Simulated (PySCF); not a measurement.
Al(OH)(OMe)(SeH) (CH₅AlO₂Se), SMILES C[O][Al]([OH])[SeH]. Atoms are numbered in the order given.

```xyz
10

Al     0.5315    -0.4293     0.0459
O      2.0070    -0.4837     0.8867
H      2.6798    -1.1678     0.8560
O     -0.0435    -1.5947    -1.0254
C      0.1840    -2.8152    -1.6539
H      0.1984    -2.6915    -2.7520
H      1.1453    -3.2786    -1.3574
H     -0.6205    -3.5334    -1.4127
Se    -0.8035     1.4064     0.4048
H      0.1944     1.9533     1.3388
```
Charge 0, spin multiplicity 1.

Coordinates come from a r2SCAN-D4/def2-SVP optimisation. Other conformers were not sampled.

Two levels are set side by side: PBE/pcSseg-1 (PySCF) and B3LYP/pcSseg-1 (PySCF). GIAO shifts against H2O (¹⁷O), Me2Se (⁷⁷Se), TMS (¹H), TMS (¹³C) at the same level; non-relativistic, no solvent, atoms listed together averaged. Differences are taken from unrounded values.

```
quantity                      PBE
-------------------------  ------
δ(¹⁷O) of O2 (ppm)           37.4
δ(¹H) of H3 (ppm)            1.99
δ(¹⁷O) of O4 (ppm)           36.2
δ(¹³C) of C5 (ppm)           58.7
δ(¹H) of H6, H7, H8 (ppm)    4.42
δ(⁷⁷Se) of Se9 (ppm)       -705.0
δ(¹H) of H10 (ppm)           0.04
```

Problem. These are the PBE values. What does B3LYP give? (An estimate is asked for; the answer gives what the named calculation found.)

Solution. 
| quantity | B3LYP | PBE minus B3LYP |
|---|---|---|
| δ(¹⁷O) of O2 (ppm) | 29.2 | 8.1 |
| δ(¹H) of H3 (ppm) | 1.99 | 0.00 |
| δ(¹⁷O) of O4 (ppm) | 25.1 | 11.1 |
| δ(¹³C) of C5 (ppm) | 57.5 | 1.2 |
| δ(¹H) of H6, H7, H8 (ppm) | 4.30 | 0.13 |
| δ(⁷⁷Se) of Se9 (ppm) | -690.2 | -14.8 |
| δ(¹H) of H10 (ppm) | -0.02 | 0.06 |

Rough cost on one machine, each run with all the roots and properties that it gave: B3LYP against PBE within a factor of 2.
